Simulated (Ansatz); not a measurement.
Input file for Br₂H₂O₂Si, SMILES `O[Si](O)(Br)Br`:

```yaml
crystal:
  periodic: [false, false, false]
  atoms:
    - {symbol: O, position_ang: [-0.809160, 0.257376, 1.134909]}
    - {symbol: Si, position_ang: [-0.037043, -0.070709, -0.254486]}
    - {symbol: O, position_ang: [1.120800, -1.161771, 0.030688]}
    - {symbol: Br, position_ang: [-1.368742, -0.955414, -1.755395]}
    - {symbol: Br, position_ang: [0.795523, 1.813601, -1.066679]}
    - {symbol: H, position_ang: [-1.407458, 1.006675, 1.155173]}
    - {symbol: H, position_ang: [1.767380, -0.957757, 0.710291]}
basis:
  gaussian: {orbitals: def2-SVP}
correlation: {method: ccsd_t}
```

```sh
$ ansatz run in.yaml --threads 4 --pin off --events-out ev --progress --plain
```

Output of Ansatz, abridged:

```
Functional definition: HF
1134 factors; integrals over basis functions are off by at most 6.6e-4 eV
mean field evaluation 1: about -151945.1708 eV, gradient 4.3e1 eV
mean field evaluation 2: about -151945.1836 eV, gradient 4.3e1 eV
mean field evaluation 4: about -151948.6996 eV, gradient 2.4e0 eV
mean field evaluation 8: about -151948.7214 eV, gradient 1.9e-1 eV
mean field evaluation 16: about -151948.7007 eV, gradient 5.3e-1 eV
mean field -151948.72153481 eV, -5584.0125218618 hartree, gradient 7.1e-6 eV, S^2 0.000000; 0 other end points of the search recorded, 0 dependent functions left out
25 core orbitals not correlated: weight in the atoms' cores, before any rotation towards them, 1.000 or more for the frozen orbitals, at most 0.000 for the correlated occupied ones
reference -151948.72153481 eV, -5584.0125218618 hartree; 26, 26 occupied and 69, 69 virtual orbitals, 1134 factors
second order -25.04156556 eV of doubles, -0.00000000 eV of singles
cycle   1  -24.84733117 eV  change    1.9e-1 eV  update   9.2e-2
cycle   2  -25.30949053 eV  change   -4.6e-1 eV  update   2.5e-2
cycle   3  -25.39985978 eV  change   -9.0e-2 eV  update   1.2e-2
cycle   4  -25.38773834 eV  change    1.2e-2 eV  update   2.4e-3
cycle   5  -25.38792656 eV  change   -1.9e-4 eV  update   9.8e-4
cycle   6  -25.38835290 eV  change   -4.3e-4 eV  update   2.8e-4
cycle   7  -25.38810857 eV  change    2.4e-4 eV  update   8.6e-5
cycle   8  -25.38808291 eV  change    2.6e-5 eV  update   2.4e-5
perturbative correction -0.55684147 eV, -0.0204635465 hartree
Total energy: -151974.66645920 eV, -5584.9659802468 hartree
```

Hardware: 4 threads of a server CPU on a shared host. Wall time 14 s, peak host memory 0.62 GiB.

MP2 recovers 96.5 % of the CCSD(T) correlation energy and the triples give 2.1 %; T1 = 0.0082.
